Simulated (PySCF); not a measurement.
Compound: C5H12Si.
Atom-mapped SMILES: `[CH3:1][CH2:2][CH:3]1[CH2:4][SiH2:5][CH2:6]1` (hydrogens: H7, H8, H9 on C1; H10, H11 on C2; H12 on C3; H13, H14 on C4; H15, H16 on Si5; H17, H18 on C6)

Theory: core-valence-separated Tamm–Dancoff BHandHLYP/aug-pcX-1 (pcseg-1 on H, def2-SVPD on Si) in PySCF, non-relativistic, gas phase, PBE0-D3(BJ)/def2-SVP geometry. BHandHLYP without relativity tends to put these K edges a few eV too low, so spacings mean more than positions.

Question: What does the C 1s absorption edge look like?

Answer: 
```csv
E (eV),f,core hole on,main final orbital
284.95,0.0247,C4/C6,"LUMO (2 roots, f summed)"
285.21,0.0080,C1,LUMO (39 %)
285.40,0.0239,C4,spread
285.44,0.0179,C2,LUMO+1 (56 %)
285.44,0.0227,C6,spread
285.57,0.0467,C4/C6,"spread (2 roots, f summed)"
285.89,0.0215,C1,LUMO+3 (30 %)
285.93,0.0058,C3,spread
285.94,0.0486,C2 + C3,spread
286.02,0.0248,C1,spread
286.05,0.0201,C4/C6,"LUMO+5 (2 roots, f summed)"
286.31,0.0160,C3,LUMO (66 %)
286.37,0.0030,C2,LUMO (80 %)
286.53,0.0035,C4/C6,"LUMO+3 (2 roots, f summed)"
286.54,0.0058,C1,spread
286.75,0.0024,C6,LUMO+1 (42 %)
286.77,0.0020,C2,LUMO+3 (58 %)
286.80,0.0013,C4,spread
```

The first line with a tenth or more of the strongest one's intensity is at 284.95 eV (f = 0.025, sum of 2), with the hole on C4/C6 (sp3 carbon bound to silicon). The strongest listed is at 285.94 eV (f = 0.049; C2 + C3).

Roots within 0.03 eV whose holes lie on the same, on equivalent or on shared atoms are summed into one line, and the highest roots are left out, as the search may have cut off their partners. Final orbitals are the ground state's empty Kohn–Sham orbitals.

Question: What is the summed oscillator strength of the listed C K lines, and their intensity-weighted mean energy?

Answer: Σf = 0.299 over 18 lines from 284.95 to 286.80 eV; the weighted mean is 285.74 eV. The strongest line holds 16 % of the sum.

The list ends where the root search ended, not at a threshold.

Shape of the structure used: `[CH3:1][CH2:2][CH:3]1[CH2:4][SiH2:5][CH2:6]1`: C1–C2–C3–C4 179°.

One conformer stands for the species.
